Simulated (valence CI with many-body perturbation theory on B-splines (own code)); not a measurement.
# Valence orbitals of Os⁵⁺

Level of theory: relativistic CI+MBPT: three valence electrons over a frozen Dirac-Fock core [Xe] 4f14, radial functions for each j: 9 s, 9 p, 10 d, 8 f, 5 g, 3 h, 1 i, with the one-electron correlation potential Σ1, the two-electron term Σ2, the three-electron term Σ3, Breit, model QED; selected CI, second order for the rest, scaled by the run's own slope (own B-spline code, finite nucleus).

Against 68 measured levels this calculation errs by 1430 cm⁻¹ on average and by 5347 at most. 1 measured level below the end of the list, from 220745 cm⁻¹ on, found no clear computed partner.

These are the spectroscopic orbitals of the CI (the correlating ones are not listed), shaped by the core and the other valence electrons. h is the expectation value of the core's Dirac-Fock operator, without the valence repulsion; Σ1 is computed up to l = 3 at one energy for each symmetry, that of its lowest orbital but kept below the first core excitation, so for empty shells it is not the orbital's own correlation shift; Breit and QED include the response of the core.

```
Orbital  h (hartree)  Σ1 (cm⁻¹)  Breit (cm⁻¹)  QED (cm⁻¹)  ⟨r⟩ (bohr)
  6s1/2      -2.9809      -9923           261         302       2.236
  7s1/2      -1.6885      -2659          95.1         106       4.068
  8s1/2      -1.0996      -1230          49.1        54.7       6.317
  6p1/2      -2.5767      -7445           353        -0.7       2.533
  7p1/2       -1.515      -2467           154        -0.2       4.446
  8p1/2      -1.0051      -1187          81.3        -0.1       6.832
  6p3/2       -2.456      -5979           167        18.3       2.673
  7p3/2      -1.4611      -2093          75.5         8.3       4.620
  8p3/2     -0.97619      -1032          45.9         4.5       7.036
  5d3/2      -3.6827     -13660           198        -119       1.459
  6d3/2      -1.8672      -2731          68.5       -19.7       3.355
  7d3/2      -1.1807      -1209          34.9        -9.1       5.585
  5d5/2      -3.6234     -12762         -19.1       -84.0       1.490
  6d5/2      -1.8469      -2655          19.7       -12.6       3.397
  7d5/2      -1.1706      -1188          12.0        -5.7       5.638
  5f5/2      -1.9503      -6586         -44.0       -15.9       2.762
  6f5/2      -1.2342      -2811         -23.6        -9.2       4.994
  5f7/2      -1.9473      -6244         -63.9       -13.9       2.768
  6f7/2      -1.2318      -2643         -35.5        -7.9       5.005
  5g7/2      -1.2106                     -1.8        -0.3       4.517
  5g9/2      -1.2109                     -1.8        -0.3       4.516
```

Among the shells of the start configuration 5d3, Σ1 is largest in size for 5d3/2, where it is 1.7 % of h.

Lowest root of each symmetry, sizes in configuration state functions:

| J | Parity | Roots | Reference | Variational | Second order | Change by selected CI (cm⁻¹) | Change by second order (cm⁻¹) |
| --- | --- | --- | --- | --- | --- | --- | --- |
| 1/2 | even | 6 | 43 | 7749 | 35877 | -3882 | -6 |
| 3/2 | even | 11 | 71 | 13162 | 68078 | -2813 | -3 |
| 5/2 | even | 10 | 79 | 13433 | 91613 | -2503 | -3 |
| 7/2 | even | 7 | 66 | 12980 | 92657 | -2643 | -4 |
| 9/2 | even | 6 | 49 | 11986 | 86330 | -3123 | -5 |
| 11/2 | even | 2 | 25 | 7667 | 69496 | -4464 | -10 |
| 1/2 | odd | 6 | 37 | 7866 | 32267 | -3674 | -4 |
| 3/2 | odd | 10 | 63 | 13248 | 62323 | -3348 | -5 |
| 5/2 | odd | 10 | 69 | 15110 | 79204 | -2864 | -5 |
| 7/2 | odd | 8 | 62 | 14458 | 87680 | -2925 | -5 |
| 9/2 | odd | 6 | 44 | 14007 | 88584 | -3384 | -6 |
| 11/2 | odd | 2 | 26 | 8005 | 66756 | -3043 | -6 |
